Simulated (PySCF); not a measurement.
Compound: C5H10OSi3.
SMILES with atom numbers: `[CH:1]#[C:2][Si@@H:3]1[CH:4]=[CH:5][Si@@H:6]([O:7][SiH3:8])[CH2:9]1`

NICS is the negative of the GIAO shielding at a point without a nucleus: at the ring centre (0) and 1 Å above and below it (1); zz is the component along the ring normal. Level: GIAO PBE0/pcSseg-1 (PySCF, non-relativistic, gas phase) on the GFN2-xTB geometry, one conformer.

Ring bond lengths (Å), with Mayer bond orders in brackets: Si3–C4 1.888 (0.89), C4–C5 1.333 (1.91), C5–Si6 1.887 (0.86), Si6–C9 1.903 (0.86), C9–Si3 1.908 (0.91).

Question: Give the NICS values of each ring in ppm.

Answer: 
```
            ring                                                        type  NICS(0)  NICS(1), two faces  NICS(1)zz, two faces  rms pucker (Å)  centre to ring atoms, mean (Å)
Si3–C4–C5–Si6–C9  5-membered ring with 2 Si; formal bonds 1 double, 4 single     -2.6         -3.9 / -3.3           -2.6 / -1.9            0.01                            1.51
```

Question: What do they say, and how far can they be read as aromaticity?

Answer: 
- Si3–C4–C5–Si6–C9: mean NICS(1)zz -2.2 ppm, near zero. Si3, Si6, C9 have four or more neighbours, and the NICS criterion for π rings isn't applied.

Question: At the second NICS(1) probe listed for ring Si3–C4–C5–Si6–C9, 1 Å off the ring, what do the in-plane components average?

Answer: The isotropic value is a third of the trace: (3 × -3.3 − (-1.9))/2 = -4.0 ppm.

Question: How shielded are the nuclei of the rings and their hydrogens (means over atoms taken as equivalent)?

Answer: 
```json
{"atoms": "Si3", "environment": "SiH silicon", "σ isotropic (ppm)": "383.2", "principal values of the symmetric part, first atom (ppm)": "317.5, 393.2, 438.8"}
{"atoms": "C4", "environment": "alkene CH carbon", "σ isotropic (ppm)": "26.5", "principal values of the symmetric part, first atom (ppm)": "-89.9, 1.2, 168.1"}
{"atoms": "C5", "environment": "alkene CH carbon", "σ isotropic (ppm)": "23.2", "principal values of the symmetric part, first atom (ppm)": "-91.8, -6.6, 167.9"}
{"atoms": "Si6", "environment": "oxygen-bound silicon", "σ isotropic (ppm)": "346.8", "principal values of the symmetric part, first atom (ppm)": "301.0, 351.8, 387.8"}
{"atoms": "C9", "environment": "sp3 carbon bound to silicon", "σ isotropic (ppm)": "193.7", "principal values of the symmetric part, first atom (ppm)": "182.4, 191.7, 207.0"}
{"atoms": "H on Si3", "environment": "Si–H hydrogen", "σ isotropic (ppm)": "26.54", "principal values of the symmetric part, first atom (ppm)": "23.2, 24.7, 31.7"}
{"atoms": "H on C4", "environment": "vinylic hydrogen", "σ isotropic (ppm)": "24.23", "principal values of the symmetric part, first atom (ppm)": "22.4, 24.0, 26.3"}
{"atoms": "H on C5", "environment": "vinylic hydrogen", "σ isotropic (ppm)": "24.16", "principal values of the symmetric part, first atom (ppm)": "22.0, 24.3, 26.1"}
{"atoms": "H on Si6", "environment": "Si–H hydrogen", "σ isotropic (ppm)": "26.08", "principal values of the symmetric part, first atom (ppm)": "22.3, 24.5, 31.4"}
{"atoms": "H on C9", "environment": "methylene hydrogen", "σ isotropic (ppm)": "31.67", "principal values of the symmetric part, first atom (ppm)": "26.0, 29.4, 39.7"}
{"atoms": "H on C9", "environment": "methylene hydrogen", "σ isotropic (ppm)": "31.88", "principal values of the symmetric part, first atom (ppm)": "26.6, 29.3, 39.8"}
```
